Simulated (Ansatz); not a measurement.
```xyz
11

B    -1.352    0.773   -0.728
Si   -0.045    1.192    0.648
Ge   -0.179   -1.055   -0.338
C     1.407    0.073    0.357
Cl    2.389   -0.491    1.697
H    -2.472    0.908   -0.326
H    -1.115    0.931   -1.891
H    -0.393    1.107    2.098
H     0.232   -1.593   -1.706
H    -0.510   -2.138    0.691
H     2.037    0.291   -0.503
```

Total charge 0; spin multiplicity 1. The bonds changed during the relaxation, so this is another structure than the one it started from.

(1) List the ωB97M-V/def2-TZVPP orbital energies in eV (Ansatz). (Best estimate.)

Results:

(1) Ansatz gave: Occupied: -10866.92, -2772.15, -1807.71, -1362.78, -1210.52, -1210.49, -1210.49, -283.15, -262.50, -200.04, -199.81, -199.81, -187.14, -174.54, -148.79, -123.82, -123.76, -123.75, -103.01, -102.86, -102.80, -36.61, -36.59, -36.55, -36.51, -36.49, -26.81, -22.23, -18.76, -17.21, -15.99, -14.66, -13.69, -12.98, -12.48, -11.72, -11.53, -10.43, -10.16, -8.94. Lowest empty: -0.84, 1.50, 1.93, 2.26, 2.45, 2.95, 3.23, 3.78.
